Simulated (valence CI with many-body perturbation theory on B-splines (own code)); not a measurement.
Nd⁺: calculation against measured levels

Method: relativistic CI+MBPT: five valence electrons over a frozen Dirac-Fock core [Xe], a basis of 7 s, 7 p, 7 d, 7 f, 4 g, 2 h functions for each j, with the one-electron correlation potential Σ1, the two-electron term Σ2, the three-electron term Σ3, Breit, model QED; selected CI, second order for the rest (own B-spline code, finite nucleus).

Against 23 measured levels this calculation errs by 2439 cm⁻¹ on average and by 4380 at most. These come from a selection out of the NIST Handbook of Basic Atomic Spectroscopic Data. Levels without a partner in it may be off by more, other configurations by several thousand cm⁻¹. Not all symmetries were solved, so the list stops early. Among the levels kept, up to 2800 cm⁻¹ of a level comes from second order outside the variational space, and about a tenth of that is noise between levels of different J, which matters for small intervals. Only levels of the ground parity were solved; by the run's estimate the other parity begins above the list, which can be wrong where configurations are misplaced. 19 measured levels below the end of the list, from 8010 cm⁻¹ on, found no clear computed partner, and computed levels of the same name lie up to 4383 cm⁻¹ from them.

Measured levels: NIST Handbook of Basic Atomic Spectroscopic Data (Sansonetti and Martin, J. Phys. Chem. Ref. Data 34, 1559 (2005)). Pairs share parity and J, and are chosen by configuration, term and nearness in energy; levels without a clear partner are left out. Energies in cm⁻¹ above the measured ground level.

Names give the largest LS component (configuration and term), which can be under half, so a name can repeat, a term be missing and a line seem to break the LS rules; names also repeat where a configuration has a term twice.

```
Computed label  Label in the source  Measured  Computed  Difference
  4f⁴6s ⁶I_7/2        4f4(5I) 6s 6I         0       0.0           0
  4f⁴6s ⁶I_9/2        4f4(5I) 6s 6I     513.3     473.4         -40
 4f⁴6s ⁶I_11/2        4f4(5I) 6s 6I    1470.1    1497.2         +27
  4f⁴6s ⁴I_9/2        4f4(5I) 6s 4I    1650.2    1584.1         -66
 4f⁴6s ⁶I_13/2        4f4(5I) 6s 6I    2585.5    2664.0         +79
 4f⁴6s ⁴I_11/2        4f4(5I) 6s 4I    3066.8    3039.5         -27
 4f⁴6s ⁶I_15/2        4f4(5I) 6s 6I    3801.9    3853.9         +52
 4f⁴5d ⁶L_11/2        4f4(5I) 5d 6L    4437.6    8418.6       +3981
 4f⁴6s ⁴I_13/2        4f4(5I) 6s 4I    4512.5    4524.3         +12
 4f⁴6s ⁶I_17/2        4f4(5I) 6s 6I    5085.6    5140.0         +54
 4f⁴5d ⁶L_13/2        4f4(5I) 5d 6L    5487.7    9435.9       +3948
 4f⁴6s ⁴I_15/2        4f4(5I) 6s 4I    5985.6    5921.2         -64
  4f⁴5d ⁶K_9/2        4f4(5I) 5d 6K    6005.3   10105.8       +4101
 4f⁴5d ⁶L_15/2        4f4(5I) 5d 6L    6637.4   10564.2       +3927
 4f⁴5d ⁶K_11/2        4f4(5I) 5d 6K    6931.8   10996.4       +4065
  4f⁴5d ⁶I_7/2        4f4(5I) 5d 6I    7524.7   11596.4       +4072
 4f⁴5d ⁶L_17/2        4f4(5I) 5d 6L    7868.9   11687.7       +3819
 4f⁴5d ⁶K_13/2        4f4(5I) 5d 6K    7950.1   11873.7       +3924
  4f⁴5d ⁶G_3/2        4f4(5I) 5d 6G    8716.4   12712.8       +3996
 4f⁴5d ⁶K_15/2        4f4(5I) 5d 6K    9042.8   12950.6       +3908
 4f⁴5d ⁶L_19/2        4f4(5I) 5d 6L    9166.2   12859.0       +3693
  4f⁴5d ⁶G_7/2        4f4(5I) 5d 6G    9198.4   13423.1       +4225
 4f⁴5d ⁶I_11/2        4f4(5I) 5d 6I    9357.9   13738.4       +4380
  4f⁴5d ⁴G_5/2        4f4(5I) 5d 6H    9674.8   13321.7       +3647
```

Over 23 excited levels the mean absolute difference is 2439 cm⁻¹, the median 3819 and the largest 4380. The comparison draws on a selection of the measured levels: 24 of the 43 computed ones have a partner in it, and others may be off by more.

These 19 measured levels below the end of the computed list are not counted above. Beside each stands the unpaired computed level of its name, or else the nearest of its J and parity; the gap is either an error of the method or a doubtful assignment.

```tsv
Label in the source	J	Measured	Unpaired level	Computed
4f3(4I°) 5d2(3F) 6M°	13/2	8010	none	
4f4(5I) 5d 6I	9/2	8420	4f⁴5d ⁶I_9/2	12803
4f4(5I) 5d 6G	5/2	8796	4f⁴6s ⁶F_5/2	10138
4f3(4I°) 5d2(3F) 6M°	15/2	9448	none	
4f4(5I) 5d 6K	17/2	10195	none	
4f4(5I) 5d 6I	13/2	10337	4f⁴6s ⁴K_13/2	13423
4f4(5I) 5d 6L	21/2	10517	none	
4f4(5I) 5d 6H	7/2	10667	4f⁴6s ⁶F_7/2	10833
4f4(5I) 5d 6G	9/2	10883	4f⁴6s ⁶F_9/2	11499
4f3(4I°) 5d2(3F) 6M°	17/2	10981	none	
4f4(5I) 5d 6I	15/2	11373	none	
4f4(5I) 5d 6K	19/2	11392	none	
4f4(5I) 5d 6H	9/2	11710	4f⁴6s ⁶F_9/2	11499
4f4(5I) 5d 6G	11/2	12021	4f⁴6s ⁶F_11/2	12559
4f4(5I) 5d 6G	13/2	12334	4f⁴6s ⁴K_13/2	13423
4f4(5I) 5d 6I	17/2	12460	none	
4f3(4I°) 5d2(3F) 6M°	19/2	12601	none	
4f4(5I) 5d 6H	11/2	12887	4f⁴6s ⁴K_11/2	13115
4f4(5I) 5d 6H	13/2	13299	4f⁴6s ⁴K_13/2	13423
```
